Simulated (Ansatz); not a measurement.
Reaction (formal exchange of groups at the Sb–O bond): `[GaH2][O][SbH2]` + `C[SiH2]Cl` → `C[SiH](Cl)[SbH2]` + `[OH][GaH2]`

Gas-phase electronic energies from Ansatz, PBE0-D4/def2-TZVP geometries. CCSD(T)/CBS adds triple-zeta CCSD(T) − MP2 to the extrapolated MP2 energy (def2 sets, frozen cores). def2 core potentials past Kr. For Ga, Sb outer-core shells are correlated without core-valence functions, which leaves a few kJ/mol of doubt a bond. Scalar relativity is left out up to krypton.

```
           species  CCSD(T)/CBS(def2) energy (Eh)
 `[GaH2][O][SbH2]`                    -2241.53579
       `C[SiH2]Cl`                     -789.97638
`C[SiH](Cl)[SbH2]`                    -1030.59494
      `[OH][GaH2]`                    -2000.92981
```

**Question.** Work out ΔE.

**Answer.** ΔE = (-1030.59494) + (-2000.92981) − (-2241.53579) − (-789.97638) = -0.01258 Eh = -33.0 kJ/mol.

Largest T1 diagnostic among the species: 0.016.

The D4 term adds −4.3 kJ/mol with B3LYP and −2.6 kJ/mol with PBE0; it sums over pairs of atoms, weighted by their polarisabilities, and B3LYP, whose exchange is more repulsive, gets the larger term. In def2-TZVPP, CCSD(T) changes the Hartree–Fock value by −17.0 kJ/mol (the triples alone add −1.1 kJ/mol) and MP2 by −21.4 kJ/mol. Leaving LDA and LC-ωPBE aside and taking each functional with its dispersion term where it has one, the values, not all of them listed here, spread over 27.8 kJ/mol, from HSE06-D4 to B97M-V. LDA lies −8.7 kJ/mol from PBE without D4.

B3LYP here is the variant with VWN-RPA as its local correlation; programs differ in this.
